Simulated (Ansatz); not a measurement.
`C=C/N=C/S` + `OB(O)Cl` → `C=COB(O)Cl` + `N=CS`  (substitution at a C–N bond)

Program: Ansatz. Geometries: PBE0-D4/def2-TZVP. ΔE: electronic, gas phase. CBS: MP2 limit from def2 TZ/QZ plus the TZ coupled-cluster correction, frozen cores. This one scheme is used for every species. Functionals use def2-TZVPP. B3LYP here is the variant with VWN-RPA as its local correlation; programs differ in this. One conformer a species, not always the lowest.

Task: Is it downhill or uphill in electronic energy at CCSD(T)/CBS, and by how much? (Estimate.)

Result: The calculation gave: Uphill: ΔE = +35.9 kJ/mol.

Task: What do these levels give: PBE-D4, r2SCAN-D4, B3LYP-D4, B2PLYP, r2SCAN, B3LYP, HF/def2-TZVPP, MP2/def2-TZVPP, CCSD/def2-TZVPP, SCS-MP2/def2-QZVPP, MP2/CBS(def2), CCSD/CBS(def2)? (Best estimate.)

Result: Computed: PBE-D4 39.1, r2SCAN-D4 37.9, B3LYP-D4 35.5, B2PLYP 36.3, r2SCAN 37.9, B3LYP 35.2, HF/def2-TZVPP 28.6, MP2/def2-TZVPP 41.4, CCSD/def2-TZVPP 32.2, SCS-MP2/def2-QZVPP 37.6, MP2/CBS(def2) 43.0, CCSD/CBS(def2) 33.8 kJ/mol.

Largest T1 diagnostic among the species: 0.014.

In def2-TZVPP, CCSD(T) changes the Hartree–Fock value by +5.7 kJ/mol (the triples alone add +2.1 kJ/mol) and MP2 by +12.8 kJ/mol.
